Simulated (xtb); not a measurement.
C$_{4}$H$_{8}$NO, doublet, geometry from GFN2-xTB; xtb 6.7.1 with GFN2-xTB.

xtb was given this input:
```
$ xtb mol.xyz --gfn 2 --uhf 1 --json

# file mol.xyz
14

C      1.65976568    -0.94200713    -0.15316346
C      0.79434405     0.14846511     0.13409617
O      1.20802231     1.20512703     0.61524242
N     -0.55375410    -0.02185898    -0.12037189
C     -1.46771921     1.00555948     0.30337301
C     -1.12854011    -1.21496915    -0.68598781
H      1.31825804    -1.92677478    -0.40461224
H      2.71033890    -0.79143733     0.01272719
H     -2.06699405     1.35635046    -0.54033177
H     -2.13777724     0.63240220     1.08330828
H     -0.87815217     1.83123658     0.69893060
H     -0.57182946    -1.53955070    -1.56552403
H     -1.15861846    -2.03536458     0.03950843
H     -2.15022780    -0.99715512    -0.99325006
```

Output, abridged:

```
   ID    Z sym.   atoms
    1    6 C      1, 2, 5, 6
    2    8 O      3
    3    7 N      4
    4    1 H      7-14

           -------------------------------------------------
          |                Calculation Setup                |
           -------------------------------------------------

           -------------------------------------------------
          |                 G F N 2 - x T B                 |
           -------------------------------------------------

          ...................................................
          :                      SETUP                      :
          :.................................................:
          :  # basis functions                  32          :
          :  # atomic orbitals                  32          :
          :  # shells                           20          :
          :  # electrons                        35          :
          :  max. iterations                   250          :
          :  Hamiltonian                  GFN2-xTB          :
          :  restarted?                      false          :
          :  GBSA solvation                  false          :
          :  PC potential                    false          :
          :  electronic temp.          300.0000000     K    :
          :  accuracy                    1.0000000          :
          :  -> integral cutoff          0.2500000E+02      :
          :  -> integral neglect         0.1000000E-07      :
          :  -> SCF convergence          0.1000000E-05 Eh   :
          :  -> wf. convergence          0.1000000E-03 e    :
          :  Broyden damping             0.4000000          :
          :  net charge                          0          :
          :  unpaired electrons                  1          :
          ...................................................

 iter      E             dE          RMSdq      gap      omega  full diag
   1    -19.6752566 -0.196753E+02  0.409E+00    5.14       0.0  T
   2    -19.7587954 -0.835387E-01  0.334E+00    4.77       1.0  T
   3    -19.7978179 -0.390225E-01  0.203E+00    5.24       1.0  T
   4    -19.6918212  0.105997E+00  0.265E+00    5.19       1.0  T
   5    -19.7991150 -0.107294E+00  0.645E-01    5.10       1.0  T
   6    -19.8015600 -0.244498E-02  0.270E-01    5.25       1.0  T
   7    -19.8015945 -0.345004E-04  0.238E-01    5.24       1.0  T
   8    -19.8020964 -0.501947E-03  0.104E-01    5.27       1.0  T
   9    -19.8021455 -0.491201E-04  0.782E-02    5.28       1.0  T
  10    -19.8021970 -0.514653E-04  0.367E-02    5.29       1.0  T
  11    -19.8022116 -0.145822E-04  0.424E-03    5.30       6.3  T
  12    -19.8022117 -0.151655E-06  0.899E-04    5.30      29.7  T
  13    -19.8022117 -0.505813E-08  0.465E-04    5.30      57.5  T

   *** convergence criteria satisfied after 13 iterations ***

         :::::::::::::::::::::::::::::::::::::::::::::::::::::
         ::                     SUMMARY                     ::
         :::::::::::::::::::::::::::::::::::::::::::::::::::::
         :: total energy             -19.562733047553 Eh    ::
         :: gradient norm              0.000091666836 Eh/a0 ::
         :: HOMO-LUMO gap              5.297762864844 eV    ::
         ::.................................................::
         :: SCC energy               -19.802197669504 Eh    ::
         :: -> isotropic ES            0.041005654976 Eh    ::
         :: -> anisotropic ES          0.002880486883 Eh    ::
         :: -> anisotropic XC          0.008384267191 Eh    ::
         :: -> dispersion             -0.007952245324 Eh    ::
         :: repulsion energy           0.239464621950 Eh    ::
         :: add. restraining           0.000000000000 Eh    ::
         :: total charge               0.000000000001 e     ::
         :::::::::::::::::::::::::::::::::::::::::::::::::::::

           -------------------------------------------------
          |                Property Printout                |
[...]
        25                          0.1727368               4.7004
        26                          0.1866760               5.0797
        27                          0.2109838               5.7412
        28                          0.2351692               6.3993
        29                          0.2363926               6.4326
       ...                                ...                  ...
        32                          0.6115996              16.6425
      -------------------------------------------------------------
                  HL-Gap            0.1946892 Eh            5.2978 eV
             Fermi-level           -0.3181215 Eh           -8.6565 eV

     #   Z          covCN         q      C6AA      α(0)
     1   6 C        2.841    -0.105    30.644     9.072
     2   6 C        2.761     0.259    22.646     7.793
     3   8 O        0.860    -0.461    22.943     6.422
     4   7 N        2.734    -0.087    22.939     7.113
     5   6 C        3.701    -0.049    21.622     6.650
     6   6 C        3.693    -0.050    21.656     6.658
     7   1 H        0.926     0.057     2.232     2.336
     8   1 H        0.926     0.079     1.992     2.207
     9   1 H        0.924     0.049     2.338     2.391
    10   1 H        0.924     0.048     2.341     2.393
    11   1 H        0.925     0.094     1.840     2.121
    12   1 H        0.924     0.056     2.242     2.341
    13   1 H        0.924     0.050     2.325     2.385
    14   1 H        0.925     0.061     2.183     2.311

 Mol. C6AA /au·bohr⁶  :       1672.848387
 Mol. C8AA /au·bohr⁸  :      36129.034836
 Mol. α(0) /au        :         62.193387

Wiberg/Mayer (AO) data.
largest (>0.10) Wiberg bond orders for each atom

 ---------------------------------------------------------------------------
     #   Z sym  total        # sym  WBO       # sym  WBO       # sym  WBO
 ---------------------------------------------------------------------------
     1   6 C    3.462 --     2 C    1.226     8 H    0.979     7 H    0.978
                             3 O    0.133
     2   6 C    3.963 --     3 O    1.551     1 C    1.226     4 N    1.142
     3   8 O    1.965 --     2 C    1.551     4 N    0.211     1 C    0.133
     4   7 N    3.495 --     2 C    1.142     6 C    1.011     5 C    1.011
                             3 O    0.211
     5   6 C    3.967 --     4 N    1.011     9 H    0.971    11 H    0.969
                            10 H    0.969
     6   6 C    3.976 --     4 N    1.011    14 H    0.979    12 H    0.976
                            13 H    0.970
     7   1 H    0.997 --     1 C    0.978
     8   1 H    0.994 --     1 C    0.979
     9   1 H    0.998 --     5 C    0.971
    10   1 H    0.998 --     5 C    0.969
    11   1 H    0.991 --     5 C    0.969
    12   1 H    0.997 --     6 C    0.976
    13   1 H    0.997 --     6 C    0.970
    14   1 H    0.996 --     6 C    0.979
 ---------------------------------------------------------------------------

Topologies differ in total number of bonds
Writing topology from bond orders to xtbtopo.mol

molecular dipole:
                 x           y           z       tot (Debye)
 q only:       -1.074      -1.055      -0.531
   full:       -1.166      -1.325      -0.590       4.731
molecular quadrupole (traceless):
                xx          xy          yy          xz          yz          zz
 q only:        1.383      -4.512      -0.473      -1.474      -0.292      -0.910
  q+dip:        2.128      -5.325      -1.197      -1.683      -1.256      -0.931
   full:        1.560      -5.314      -1.311      -1.813      -1.393      -0.249

           -------------------------------------------------
          | TOTAL ENERGY              -19.562733047553 Eh   |
          | GRADIENT NORM               0.000091666836 Eh/α |
          | HOMO-LUMO GAP               5.297762864844 eV   |
           -------------------------------------------------

normal termination of xtb
```
